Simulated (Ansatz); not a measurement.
Breaking a bond: Al2(mu-OMe)2(OH)4, C2H10Al2O6, singlet. The Al1–O19 bond (Al1 also carries Al, O, O, O; O19 carries H) is pulled apart rigidly from the PBE0/def2-SVP optimised geometry.

- RKS-PBE = Ansatz (a quantum-chemistry and plane-wave program) with restricted PBE/def2-SVP
- UKS-PBE = Ansatz with unrestricted PBE/def2-SVP
- RKS-CAM-B3LYP = restricted CAM-B3LYP/def2-SVP in Ansatz
- UKS-PBE0 = Ansatz with unrestricted PBE0/def2-SVP

Energies relative to the lowest point of each curve near equilibrium, in kcal/mol; the last columns give the difference from UKS-PBE0:

```tsv
R / Å	RKS-PBE	UKS-PBE	RKS-CAM-B3LYP	UKS-PBE0	RKS-PBE − UKS-PBE0	UKS-PBE − UKS-PBE0	RKS-CAM-B3LYP − UKS-PBE0
1.41	53.4	53.4	49.9	50.9	2.6	2.6	-1.0
1.50	22.8	22.8	20.4	21.0	1.8	1.8	-0.6
1.61	4.8	4.8	3.7	4.0	0.9	0.9	-0.3
1.67	0.9	0.9	0.5	0.6	0.3	0.3	-0.1
1.71	0.0	0.0	0.0	0.0	0.0	0.0	0.0
1.75	0.1	0.1	0.6	0.5	-0.3	-0.3	0.1
1.81	1.8	1.8	3.0	2.7	-0.9	-0.9	0.3
1.93	9.2	9.2	11.7	11.0	-1.9	-1.9	0.7
2.06	20.4	20.4	24.4	23.3	-2.9	-2.9	1.1
2.26	39.7	39.7	46.0	44.2	-4.5	-4.5	1.8
2.50	62.0	62.0	71.0	68.4	-6.4	-6.4	2.6
2.83	87.4	87.4	100.2	96.4	-8.9	-8.9	3.8
3.19	108.0	107.3	125.0	115.0	-7.0	-7.6	10.0
3.62	124.8	120.1	146.8	125.6	-0.7	-5.5	21.2
4.16	137.8	127.7	165.7	131.2	6.6	-3.5	34.4
4.97	147.6	132.4	182.8	134.0	13.7	-1.6	48.8
```

RKS-PBE is furthest from UKS-PBE0 at 4.97 (13.7 kcal/mol, above); its mean absolute difference over the points is 3.7 kcal/mol.

UKS-PBE is furthest from UKS-PBE0 at 2.83 (-8.9 kcal/mol, below); its mean absolute difference over the points is 3.1 kcal/mol.

RKS-CAM-B3LYP is furthest from UKS-PBE0 at 4.97 (48.8 kcal/mol, above); its mean absolute difference over the points is 7.9 kcal/mol.

The restricted form behind RKS-PBE, RKS-CAM-B3LYP keeps the bonding electrons paired and can't separate into open-shell fragments. The unrestricted determinant behind UKS-PBE is spin-contaminated at 3.19 to 4.97 Å (<S²> up to 0.8, against 0.00 for a pure singlet). The unrestricted determinant behind UKS-PBE0 is spin-contaminated at 2.83 to 4.97 Å (<S²> up to 1.0, against 0.00 for a pure singlet).
